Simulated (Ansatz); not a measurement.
System: MoCl2 (charge 0, quintet). The spin state was set by rule; other spins were not relaxed. 
Structure (B3LYP-D3(BJ)/def2-TZVP (Ansatz, an electronic-structure program) minimum search):
```xyz
3

Mo    -0.0052    -0.0677     0.4134
Cl     2.0820     0.0580    -0.4887
Cl    -2.0691     0.1093    -0.5326
```
Charge 0, spin multiplicity 5.

Property: vertical ionisation energy (to the quartet state of charge +1; each state is the SCF solution reached for its spin), in eV. Cores are frozen in the correlated levels unless marked. Open shells are spin-unrestricted. No spin-orbit coupling. Frozen are the shells of the preceding noble gas and the d and f shells that filled before the atom's block. In def2 rows, elements after Kr have scalar-relativistic effective core potentials. CBS(X,Y): correlation extrapolated as X^-3; Hartree-Fock from the larger set. The bracket is a focal-point correction in the basis named.

| level | program | vertical ionisation energy (eV) |
|---|---|---|
| HF/def2-TZVPPD | Ansatz | 9.00 |
| HF/def2-QZVPPD | Ansatz | 8.94 |

Question: Predict the RI-MP2/CBS(def2-TZVPPD,def2-QZVPPD)+[CCSD(T)-MP2]/def2-TZVPPD result (Ansatz).

Answer: 8.83 eV, so HF/def2-QZVPPD differs from it by 0.11 eV.
